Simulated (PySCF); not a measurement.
Static response to an electric field

C5H9ClSi.
SMILES with atom numbers: `[CH3:1][CH2:2][C:3]1=[CH:4][SiH2:5][C@@H:6]1[Cl:7]` (hydrogens: H8, H9, H10 on C1; H11, H12 on C2; H13 on C4; H14, H15 on Si5; H16 on C6)

Geometry (GFN2-xTB, Å), atoms numbered from 1 in this order:
```
atom  x, y, z in Å
C1     2.1927    0.4210   -0.1861
C2     0.9823    0.1363   -1.0788
C3    -0.2141   -0.2270   -0.2748
C4    -0.8718   -1.3911   -0.1502
Si5   -2.2040   -0.7315    1.0041
C6    -0.9686    0.7190    0.6208
Cl7   -1.6282    2.1254   -0.2745
H8     2.4307   -0.4517    0.4186
H9     1.9895    1.2585    0.4766
H10    3.0578    0.6668   -0.7971
H11    1.2174   -0.6753   -1.7711
H12    0.7511    1.0332   -1.6607
H13   -0.6118   -2.3258   -0.6197
H14   -3.5377   -0.5168    0.4588
H15   -2.2208   -1.1754    2.3956
H16   -0.3721    1.1434    1.4272
```

Level: wB97X-D/def2-SVPD (PySCF), static field, nuclei fixed, core orbitals frozen in the response. The polarisability tensor in these axes (au):

```
x   104.64   5.41 -10.52
y     5.41 102.46  -6.28
z   -10.52  -6.28  84.38
```

Diagonalise the tensor; give its mean and Δα, where Δα² is half the sum of the squared differences of the eigenvalues.

Principal values 79.27, 98.16 and 114.06 au; mean 97.16 au = 14.40 Å³ = 16.02 × 10⁻⁴⁰ C²·m²/J; Δα = 30.16 au (31 % of the mean).

What is the dipole moment, and where does it point?

(1.22, -1.81, 0.55) D, 2.25 D in size, pointing from the negative to the positive side. Measured along this direction, the outermost atoms are Cl7 at the negative end and H8 at the positive end.

What are the principal values of the traceless quadrupole moment, Θ = ½Σq(3rr − r²1), about the centre of nuclear charge?

-6.05, 0.79, 5.26 D·Å. The values depend on the origin, since the dipole doesn't vanish. The electronic extent ⟨r²⟩ about the same centre is 1231 bohr², a root-mean-square distance of 2.22 Å for the 70 electrons.

Form Σ f/ω² (atomic units) for the 8 lowest TDDFT singlets, given as eV and f, and set it beside the mean polarisability, which is this sum over all singlets: 6.04, 0.0033; 6.51, 0.0123; 6.66, 0.0148; 6.83, 0.1782; 7.01, 0.1297; 7.13, 0.0124; 7.17, 0.0115; 7.48, 0.0196.

They add up to 5.92 au, 6.1 % of the 97.16 au; the largest single term is 2.83 au, from the state at 6.83 eV. Terms in order: 0.07, 0.22, 0.25, 2.83, 1.95, 0.18, 0.17, 0.26 au. Higher excitations give the rest. The strengths listed sum to 0.382.

What depolarisation ratio follows for Rayleigh scattering of linearly polarised light, taking the static tensor?

ρ = 3Δα²/(45ᾱ² + 4Δα²) = 2729.0/(424810 + 3638.7) = 0.00637.

Directions of the eigenvectors, and the extent of the frame along each?

Largest value along (0.74, 0.55, -0.38), where the nuclei span 6.15 Å; middle along (-0.57, 0.82, 0.07), 4.39 Å; least along (0.35, 0.17, 0.92), 2.71 Å. The response follows the extents in order.

What would n − 1 = 2πNα be for an ideal gas of these molecules at 500 K and 1 atm, electronic part alone?

N = p/kT = 1.4678 × 10¹⁹ cm⁻³, so n − 1 = 2π × N × 14.40 × 10⁻²⁴ cm³ = 1328 × 10⁻⁶ at long wavelengths, for an ideal gas.

Geometry: GFN2-xTB, one conformer, isolated molecule.

The run behind these numbers computed excited states as well. Hardware: an Arm Neoverse V1 with one thread, shared host with 32 logical CPUs at a one-minute load of 19. Cost: 48 s of wall time, 0.94 GiB resident at most.
